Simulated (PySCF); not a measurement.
## Stationary points of AsI3

These are results of PBE0/[As def2-SVP, I def2-SVP with ECP28], scalar-relativistic core potentials, density fitting, no spin–orbit coupling, PySCF, not measurements.

Relaxations began from a few typed shapes. The search is not exhaustive: other isomers or separated fragments can lie lower, and high-lying points may rest on an excited occupation.

Which is the lowest minimum found?
A. singlet D3h: As–I 2.651 Å (×3); I–As–I 120.0° (×3)
B. singlet C2v: As–I 2.527 Å, As–I 2.708 Å (×2); I–As–I 100.0° (×2), I–As–I 160.0°
C. singlet C3v: As–I 2.566 Å (×3); I–As–I 101.6° (×3)

C. The others lie at 139.5 (singlet C2v, a saddle point), 145.6 (singlet D3h, a saddle point) kJ/mol above it.

Counting electrons, arsenic keeps 2 of its valence electrons outside its bonds, so the VSEPR class is AX3E1 and the expected shape is trigonal pyramidal (C3v), as computed.
